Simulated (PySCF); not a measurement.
Isomers of C5H11NOSi2, from PySCF, PBE0-D3(BJ)/def2-SVP geometry optimisation, gas phase. One conformer each, no zero-point energy, no frequencies.

Question: Which isomer lies lowest at this level?
A. `[NH2:1][Si@H:2]([CH2:3][SiH3:4])[c:5]1[cH:6][cH:7][cH:8][o:9]1` with H–N1–Si2–C3 -39° and -178°, N1–Si2–C3–Si4 -162°, N1–Si2–C5–C6 21°: A = 1468, B = 903.8, C = 626.4 MHz, dipole 1.93 D
B. `[CH3:1][SiH2:2][Si@@H:3]([NH2:4])[c:5]1[cH:6][cH:7][cH:8][o:9]1` with C1–Si2–Si3–N4 -177°, Si2–Si3–N4–H 178° and -36°, Si2–Si3–C5–C6 120°: A = 1621, B = 777.8, C = 628.2 MHz, dipole 0.90 D
C. `[CH:1]#[C:2][Si@@H:3]1[CH2:4][CH2:5][Si@@H:6]([NH:7][CH3:8])[O:9]1` with C5–Si6–N7–C8 -64°, C2–Si3–C4–C5 -145°, Si3–C4–C5–Si6 32°, C4–C5–Si6–N7 -139°, C5–Si6–O9–Si3 6°: A = 3082, B = 610.9, C = 553.4 MHz, dipole 1.30 D
D. `[CH3:1][C:2]#[C:3][C@@H:4]1[CH2:5][Si@@H:6]([NH2:7])[O:8][SiH2:9]1` with C5–Si6–N7–H 50° and -164°, C3–C4–C5–Si6 -80°, C4–C5–Si6–N7 -152°, C5–Si6–O8–Si9 9°, Si6–O8–Si9–C4 10°: A = 1842, B = 724.1, C = 626.9 MHz, dipole 1.13 D

Answer: D. That is `CC#C[C@@H]1C[Si@@H](N)O[SiH2]1`, 6.4 kcal/mol below the next.

```json
{"SMILES": "CC#C[C@@H]1C[Si@@H](N)O[SiH2]1", "mapped SMILES": "[CH3:1][C:2]#[C:3][C@@H:4]1[CH2:5][Si@@H:6]([NH2:7])[O:8][SiH2:9]1", "E (Eh)": "-905.14587", "relative (kcal/mol)": "0.0", "relative (kJ/mol)": "0.0", "dipole (D)": "1.13"}
{"SMILES": "C#C[Si@@H]1CC[Si@@H](NC)O1", "mapped SMILES": "[CH:1]#[C:2][Si@@H:3]1[CH2:4][CH2:5][Si@@H:6]([NH:7][CH3:8])[O:9]1", "E (Eh)": "-905.13572", "relative (kcal/mol)": "6.4", "relative (kJ/mol)": "26.7", "dipole (D)": "1.30"}
{"SMILES": "N[Si@H](C[SiH3])c1ccco1", "mapped SMILES": "[NH2:1][Si@H:2]([CH2:3][SiH3:4])[c:5]1[cH:6][cH:7][cH:8][o:9]1", "E (Eh)": "-905.10668", "relative (kcal/mol)": "24.6", "relative (kJ/mol)": "102.9", "dipole (D)": "1.93"}
{"SMILES": "C[SiH2][Si@@H](N)c1ccco1", "mapped SMILES": "[CH3:1][SiH2:2][Si@@H:3]([NH2:4])[c:5]1[cH:6][cH:7][cH:8][o:9]1", "E (Eh)": "-905.10355", "relative (kcal/mol)": "26.6", "relative (kJ/mol)": "111.1", "dipole (D)": "0.90"}
```

As drawn, the lowest has a C≡C bond and an Si–O bond, which the highest lacks; the highest has an aromatic ring and an Si–Si bond, which the lowest lacks.
